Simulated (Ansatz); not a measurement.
`[CH3][Sn]([CH3])([SH])[SH]` → 2 C• + 8 H• + 2 S• + Sn•  (atomization)

Computed with Ansatz on PBE0-D4/def2-TZVP structures; ΔE is electronic, products minus reactants. CCSD(T)/CBS adds triple-zeta CCSD(T) − MP2 to the extrapolated MP2 energy (def2 sets, frozen cores). This one scheme is used for every species, atoms too. DFT in def2-TZVPP. B3LYP here is the variant with VWN-RPA as its local correlation; programs differ in this. No spin–orbit coupling; open shells (•) take unrestricted orbitals. Spin–orbit coupling would lower the free atoms: a little for C, S; strongly for Sn. def2 core potentials past Kr. Bonds to Sn are less sure, by a few kJ/mol each and by 10 to 20 or more in all where they break to atoms, as the def2 sets lack core-valence functions. Each species was taken in one conformer, which may not be the lowest.

| level | ΔE (kJ/mol) |
| --- | --- |
| PBE0-D4 | 4333.6 |
| B3LYP | 4261.1 |

(1) What does CCSD(T)/CBS give? (Best estimate.)

Largest T1 diagnostic among the species: 0.011.

Answers

(1) The calculation gave: +4360.0 kJ/mol. The listed levels differ from it by -26.4, -98.9 kJ/mol.

From PBE to PBE0 (25 % exact exchange), in def2-TZVPP and without D4, ΔE moves by −42.2 kJ/mol: exact exchange takes away binding that semilocal exchange gives to molecules. In def2-TZVPP, CCSD(T) changes the Hartree–Fock value by +1076.7 kJ/mol (the triples alone add +65.4 kJ/mol) and MP2 by +1093.5 kJ/mol; breaking electron pairs costs correlation energy, which Hartree–Fock lacks. The D4 term adds +54.5 kJ/mol with B3LYP and +29.5 kJ/mol with PBE0; it sums over pairs of atoms, weighted by their polarisabilities, and B3LYP, whose exchange is more repulsive, gets the larger term.

For atomizations the MP2-based limit and the directly extrapolated one differ by several kJ/mol either way, and by 10 to 25 for some Ge, Se and Sn compounds, so smaller differences from it don't rank the levels.
